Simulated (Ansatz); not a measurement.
Born–Oppenheimer molecular dynamics of C3H9FSSi (15 atoms, charge 0, multiplicity 1). It starts from a relaxed structure.

All numbers below come from Ansatz 0.2.0, RKS B3LYP-D4/STO-3G.

```yaml
ensemble: NVE (velocity Verlet)
time_step: 0.25 fs
steps_asked: 394
starting_velocities_drawn_for: 500 K
seed: 267007
```

First frame:

```xyz
15
Properties=species:S:1:pos:R:3
C -1.177 -1.898 -1.169
Si 0.241 -1.702 0.041
C 0.718 0.115 0.198
S -0.702 1.142 0.738
C 0.190 2.753 0.807
F 1.137 2.825 1.849
H -2.050 -1.315 -0.851
H -0.896 -1.554 -2.172
H -1.488 -2.947 -1.252
H 1.392 -2.446 -0.419
H -0.147 -2.209 1.338
H 1.098 0.482 -0.771
H 1.546 0.216 0.919
H -0.589 3.544 0.941
H 0.704 2.944 -0.169
```

**Question.** What does the run give?

**Answer.** The run went to its last step.

| Quantity | Value |
| --- | --- |
| steps done | 394 |
| time covered | 98.5 fs |
| mean temperature over the second half | 224 K |
| spread of the potential energy over the second half | 4.2 meV per atom |
| mean potential energy of the second half above the start | 30.9 meV per atom |

The conserved energy stayed within 0.04 meV per atom of its start (net change 0.023 meV per atom), so the integration is sound. The temperature averaged 0.45 of the 500 K drawn at the start: a run that starts near a minimum puts about half its kinetic energy into the potential. A run of 0.099 ps of so small a system gives no equilibrium averages. Limits of this set-up: minimal basis.

**Question.** What happens to the structure?

**Answer.** The same pairs are bonded in the first frame and the last. Pairs count as bonded within 1.25 times the sum of covalent radii (0.12 Å more for H–H). The details hang on the random start.

**Question.** How do temperature and energy run in time?

**Answer.** 
```csv
time (fs),T (K),potential energy less start (eV),conserved less start (meV/atom)
0.0,500,0.000,0.00
4.8,244,0.431,0.03
9.5,215,0.479,0.02
14.2,302,0.333,0.02
19.0,319,0.304,0.01
23.8,246,0.426,0.02
28.5,325,0.294,0.02
33.2,218,0.474,0.03
38.0,253,0.415,0.02
42.8,249,0.423,0.02
47.5,251,0.418,0.02
52.2,213,0.482,0.03
57.0,233,0.449,0.02
61.8,214,0.480,0.02
66.5,303,0.331,0.02
71.2,186,0.527,0.03
76.0,169,0.557,0.02
80.8,252,0.418,0.02
85.5,247,0.425,0.02
90.2,208,0.491,0.03
95.0,231,0.452,0.02
```

The run took 14 min on 1 thread of Intel(R) Xeon(R) 6975P-C (Granite Rapids) (shared host), peak memory 0.14 GiB.
